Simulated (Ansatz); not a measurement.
Born–Oppenheimer molecular dynamics of CH₃BF₂ (7 atoms, charge 0, multiplicity 1). It starts from a relaxed structure.

All numbers below come from RKS B3LYP-D4/def2-SVP (Ansatz 0.2.0).

```
ensemble        : NVT, Langevin thermostat
time step       : 0.5 fs
steps asked     : 250
set temperature : 1500 K
friction        : 0.005 /fs
seed            : 159663
```

First frame:

```xyz
7
Properties=species:S:1:pos:R:3
B -0.005 -0.007 0.025
C -0.011 -0.022 1.586
H -0.986 -0.309 2.005
H 0.773 -0.683 1.987
H 0.224 0.996 1.949
F 1.125 -0.001 -0.667
F -1.120 0.026 -0.691
```

(1) How far do the bonds stretch over the last three quarters of this one trajectory? (Pairs bonded in most of those frames.)

Answers

(1) 
| bond | mean (Å) | spread (Å) | shortest | longest |
| --- | --- | --- | --- | --- |
| B1–C2 | 1.578 | 0.049 | 1.49 | 1.69 |
| B1–F6 | 1.334 | 0.026 | 1.26 | 1.37 |
| B1–F7 | 1.328 | 0.031 | 1.27 | 1.39 |
| C2–H3 | 1.111 | 0.028 | 1.06 | 1.19 |
| C2–H4 | 1.108 | 0.020 | 1.06 | 1.16 |
| C2–H5 | 1.109 | 0.039 | 1.04 | 1.17 |

Mean temperature of the second half: 1009 K. The mean temperature of the second half is 33 % below the set value. A run of 0.12 ps of so small a system gives no equilibrium averages.

Run time: 7.1 min on 1 thread of Arm Neoverse V1 (shared host), peak memory 0.12 GiB.
